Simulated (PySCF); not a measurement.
A calculated (PBE0, PySCF 2.14, aug-cc-pVTZ-DK, the spin-free X2C one-electron Hamiltonian (Gaussian nucleus)) atom or ion has these occupied shells.

```csv
shell,electrons,orbital energy (eV),"rms radius, mean of both spins (bohr)"
1s α,1,-13368.7,0.0492
1s β,1,-13368.5,0.0492
2s α,1,-1758.2,0.205
2s β,1,-1758.0,0.205
2p α,3,-1550.1,0.183
2p β,3,-1550.0,0.183
3s α,1,-250.17,0.590
3s β,1,-249.83,0.590
3p α,3,-183.78,0.609
3p β,3,-183.55,0.609
3d α,5,-73.846,0.654
3d β,5,-73.616,0.654
4s α,1,-24.004,1.78
4p α,3,-10.376,2.25
4p β,3,-9.029,2.25
```

Problem. Name the element and its charge.

Solution. Br (bromine, neutral), in [Ar] 3d10 4s1 4p6, 2S determinant (an excited configuration).
